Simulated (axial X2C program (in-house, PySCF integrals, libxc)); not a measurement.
**Correcting the dissociation energy of InF for spin–orbit coupling**

A spin-free CCSD(T) curve (one-electron X2C) was computed with an in-house all-electron X2C program for linear molecules (integrals from PySCF), basis In dyall-cv3z [11s12p9d4f1g], F dyall-av3z [7s6p3d2f] (cores contracted in-house), for the state M_S = 0, Λ = 0 (closed shell). It gives D0 = 5.538 eV to In + F, which in a spin-free picture are the weighted means of the ground terms.

Correlated methods: 10 electrons correlated (number of frozen shells: In 4 s, 3 p, 2 d; F 1 s), 258 virtual spin orbitals or spinors in MP2, 90 natural virtuals in coupled cluster.

Measured levels of the ground terms (NIST Handbook of Basic Atomic Spectroscopic Data), in cm⁻¹: In 2P: J = 1/2 at 0, J = 3/2 at 2212.6; F 2P: J = 3/2 at 0, J = 1/2 at 404.1.

The molecular state has Λ = 0, so it has no first-order lowering.

How far does each ground level lie under the (2J+1)-weighted mean of its term?

In: (2 × 0 + 4 × 2212.6)/6 = 1475 cm⁻¹; F: (4 × 0 + 2 × 404.1)/6 = 135 cm⁻¹.

Correct D0.

D0 = 5.538 + (0 − 1610)/8065.5 = 5.338 eV at CCSD(T) with these spin–orbit terms. The direct two-component run gives 5.367 eV; the difference holds second-order terms in the molecule, scalar two-electron terms, the gap between measured and computed atomic splittings (a 2c atom can miss part of its lowering) and, in coupled cluster, the truncation of each run.

Second-order spin–orbit effects in the molecule, which grow quickly with Z, are left out. One determinant describes the state; a PBE0 search over occupations chose it and may have missed a lower one. Dissociation energies refer to the lowest single-determinant-based atoms at the same level and basis. Coupled cluster ran in a truncated set of natural virtual spinors; the MP2 energy of the rest was added. (T) has no such correction and the atoms are truncated less, which lowers De at CCSD(T) by a hundredth of an eV or more. With the outer-core shells frozen, correlated bond lengths of heavy atoms tend to come out a few hundredths of an ångström too long.
